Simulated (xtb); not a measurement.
C₆H₇F (SMILES C#C[C@]1(C)C[C@@H]1F), singlet, at a GFN2-xTB geometry. Base run: GFN2-xTB (xtb).

Here is a job for xtb.
```
$ xtb mol.xyz --gfn 2 --json

# file mol.xyz
14

C      2.37159957     0.10323362     0.69149645
C      1.20560951     0.25923229     0.46832725
C     -0.18948831     0.44138407     0.19533983
C     -0.62696176     1.88975573     0.12773933
C     -1.14477228    -0.59526164     0.75213878
C     -0.86634887    -0.55281911    -0.71382337
F     -0.13826177    -1.56566981    -1.26048253
H      3.39291568    -0.03025610     0.88761597
H     -0.43678035     2.38082013     1.08059797
H     -1.68940307     1.95730876    -0.09485418
H     -0.07148565     2.41627541    -0.64641545
H     -2.11361820    -0.27262677     1.10111900
H     -0.71547038    -1.41591734     1.30645013
H     -1.61962949    -0.21772578    -1.41748046
```

Variants of this job, named by their change:

```json
[
 {"change": "base", "ΔE vs base (kJ/mol)": "0.00", "HOMO-LUMO gap (eV)": "6.23", "dipole (D)": "2.53", "G_solv (kcal/mol)": "-", "SCF cycles": "11"},
 {"change": "etemp = 3000", "ΔE vs base (kJ/mol)": "0.00", "HOMO-LUMO gap (eV)": "6.23", "dipole (D)": "2.53", "G_solv (kcal/mol)": "-", "SCF cycles": "11"},
 {"change": "file = coord", "ΔE vs base (kJ/mol)": "0.00", "HOMO-LUMO gap (eV)": "6.23", "dipole (D)": "2.53", "G_solv (kcal/mol)": "-", "SCF cycles": "11"},
 {"change": "etemp = 1000", "ΔE vs base (kJ/mol)": "0.00", "HOMO-LUMO gap (eV)": "6.23", "dipole (D)": "2.53", "G_solv (kcal/mol)": "-", "SCF cycles": "11"},
 {"change": "alpb = hexane", "ΔE vs base (kJ/mol)": "-23.04", "HOMO-LUMO gap (eV)": "6.23", "dipole (D)": "2.73", "G_solv (kcal/mol)": "-5.70", "SCF cycles": "11"},
 {"change": "alpb = water", "ΔE vs base (kJ/mol)": "-12.52", "HOMO-LUMO gap (eV)": "6.22", "dipole (D)": "2.96", "G_solv (kcal/mol)": "-3.85", "SCF cycles": "11"},
 {"change": "acc = 30", "ΔE vs base (kJ/mol)": "0.00", "HOMO-LUMO gap (eV)": "6.23", "dipole (D)": "2.53", "G_solv (kcal/mol)": "-", "SCF cycles": "8"},
 {"change": "etemp = 10000", "ΔE vs base (kJ/mol)": "-18.55", "HOMO-LUMO gap (eV)": "6.27", "dipole (D)": "2.63", "G_solv (kcal/mol)": "-", "SCF cycles": "11"}
]
```

ALPB and GBSA are two models with their own fitted parameters for each solvent, which aren't always the measured dielectric constant.
